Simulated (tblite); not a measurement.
Species: C3H11AsSi.
Z-matrix (Å and degrees, GFN2-xTB geometry), rows numbered from 1:
```
C 
C   1  1.5215
C   2  1.5245  1  112.41
Si  3  1.9107  2  113.67  1    65.60
As  4  2.3303  3  107.99  2    42.78
H   1  1.0892  2  110.58  3   -63.25
H   1  1.0880  2  110.38  3    56.61
H   1  1.0880  2  110.66  3   176.63
H   2  1.0997  1  109.19  3   121.28
H   2  1.0939  1  109.02  3  -121.87
H   3  1.0926  2  108.56  1  -173.78
H   3  1.0900  2  109.26  1   -58.07
H   4  1.4745  3  109.74  2   -83.83
H   4  1.4749  3  107.18  2   162.30
H   5  1.5006  4   92.91  3   -91.23
H   5  1.4978  4   92.17  3   179.41
```

Calculated harmonic vibrations of the isolated species, GFN2-xTB (tblite), most abundant isotopes, no scaling. Errors from tens to a few hundred cm⁻¹ against measured bands are possible. Modes of hydrogen on arsenic and silicon can be 10 to 20 % off. One conformer, not necessarily the lowest.

Harmonic wavenumbers (cm⁻¹): 54.7, 109.7, 115.9, 125.7, 219.7, 285.7, 358.0, 385.8, 419.0, 558.7, 618.8, 642.9, 664.7, 722.2, 765.2, 819.6, 843.2, 943.8, 1014.0, 1020.3, 1061.9, 1124.0, 1205.3, 1244.9, 1297.7, 1346.8, 1413.8, 1479.6, 1492.5, 1498.9, 1502.1, 1916.6, 1939.6, 2145.8, 2158.2, 2876.2, 2951.1, 2960.6, 2989.2, 3009.7, 3029.0, 3033.9.

A = 3592, B = 1259, C = 1073 MHz; mass 149.985 u (most abundant isotopes); point group C1, symmetry number 1.

Zero-point energy?

½Σν̃ = 27182 cm⁻¹ = 77.72 kcal/mol.

What is S at 298.15 K and 1 bar for an ideal gas of classical rigid rotors and harmonic oscillators?

Translation 40.95, rotation 28.58, vibration 23.77: S = 93.3 cal/(mol K).

And Cp and H(298.15 K) − H(0)?

Cp = 33.22 cal/(mol K), of which vibrations give 25.28 (their classical limit is 42 R = 83.5); H(298.15 K) − H(0) = 6.16 kcal/mol without the zero-point energy, 3.80 from vibrations.

What must be added to the electronic energy to get the Gibbs energy at 298.15 K and 1 bar?

ZPE + [H(298.15 K) − H(0)] − T·S = 77.72 + 6.16 − 27.82 = 56.06 kcal/mol.

Blend soft modes into free rotors: weight 1/[1 + (100 cm⁻¹/ν̃)⁴] for the oscillator and the rest for a rotor with moment μB/(μ + B), μ = h/(8π²ν), B = 10⁻⁴⁴ kg m². What vibrational entropy results?

22.22 cal/(mol K) in place of 23.77, which changes −T·S at 298.15 K by +0.46 kcal/mol.

Which modes carry the vibrational entropy at 298.15 K?

54.7 cm⁻¹: 4.64; 109.7 cm⁻¹: 3.27; 115.9 cm⁻¹: 3.17; 125.7 cm⁻¹: 3.01; 219.7 cm⁻¹: 1.96; 285.7 cm⁻¹: 1.50 cal/(mol K); the other 36 give 6.22 together.

How do the functions run with temperature in this model?

```
 T (K)  S (cal/(mol K))  Cp (cal/(mol K))  H − H(0) (kcal/mol)  G − H(0) (kcal/mol)  ln q(vib)
    50             57.6              12.3                 0.48                -2.40       0.34
   100             67.6              16.9                 1.21                -5.55       1.30
373.15            101.4              39.2                 8.88               -28.96       7.17
   500            114.1              47.9                14.42               -42.64       9.86
   750            136.2              60.6                28.10               -74.01      14.97
  1000            154.8              69.1                44.40              -110.44      19.74
```

q(vib) and H(0) count from the zero-point level.

Hindered rotation and anharmonicity are outside this model. Other conformers, if any are populated, would add a mixing term that is left out. The structure is chiral; the term R ln 2 for an equal mix with its mirror image is left out.
